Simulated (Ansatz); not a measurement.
C$_{3}$H$_{8}$BClFN (SMILES CC(C)NB(F)Cl), singlet, geometry from GFN2-xTB; CASSCF(6,6)/STO-3G (Ansatz, a quantum-chemistry and plane-wave program).

Here is a job for Ansatz.
Ansatz 0.2 input:
```yaml
crystal:
  periodic: [false, false, false]
  atoms:
    - {symbol: B, position_ang: [0.00998514, 0.94358349, 0.71695374]}
    - {symbol: Cl, position_ang: [-1.34756636, 1.59138801, -0.14322645]}
    - {symbol: F, position_ang: [0.50484376, 1.65371349, 1.73570405]}
    - {symbol: N, position_ang: [0.59621744, -0.26435725, 0.39660821]}
    - {symbol: C, position_ang: [0.24052880, -1.20398150, -0.65693116]}
    - {symbol: C, position_ang: [1.40507895, -1.35286992, -1.63400356]}
    - {symbol: C, position_ang: [-0.14299866, -2.54917998, -0.04371774]}
    - {symbol: H, position_ang: [1.38651495, -0.57408784, 0.94526376]}
    - {symbol: H, position_ang: [-0.62258306, -0.78199072, -1.18006981]}
    - {symbol: H, position_ang: [1.12677648, -2.01590526, -2.44806040]}
    - {symbol: H, position_ang: [1.67383271, -0.38484714, -2.04880934]}
    - {symbol: H, position_ang: [2.27386970, -1.76901609, -1.12798594]}
    - {symbol: H, position_ang: [-0.45610349, -3.23858800, -0.82246164]}
    - {symbol: H, position_ang: [0.70545082, -2.98157405, 0.48283862]}
    - {symbol: H, position_ang: [-0.96182589, -2.42223682, 0.65968628]}
basis:
  gaussian:
    orbitals: STO-3G
hamiltonian:
  xc: hf
magnetization: {spin_polarized: false}
correlation: {active_space: {window: {electrons: 6, orbitals: 6}}}
```

It wrote (shortened):

```
Functional definition: HF
637 factors; integrals over basis functions are off by at most 4.2e-5 eV
mean field evaluation 1: about -20345.1967 eV, gradient 2.7e1 eV
mean field evaluation 2: about -20345.5318 eV, gradient 2.7e1 eV
mean field evaluation 4: about -20348.2538 eV, gradient 1.5e0 eV
mean field evaluation 8: about -20348.2621 eV, gradient 3.8e-2 eV
mean field -20348.26205857 eV, -747.7848381050 hartree, gradient 2.8e-6 eV, S^2 0.000000; 0 other end points of the search recorded, 0 dependent functions left out
reference -20348.26205857 eV, -747.7848381050 hartree; 32, 32 occupied and 15, 15 virtual orbitals, 637 factors
state -20349.47560535 eV, -747.8294351266 hartree
the orbitals are reached from a further start. From the first start the search ends at -20349.39379375 eV, -747.8264286059 hartree
Total energy: -20349.47560535 eV, -747.8294351266 hartree
```
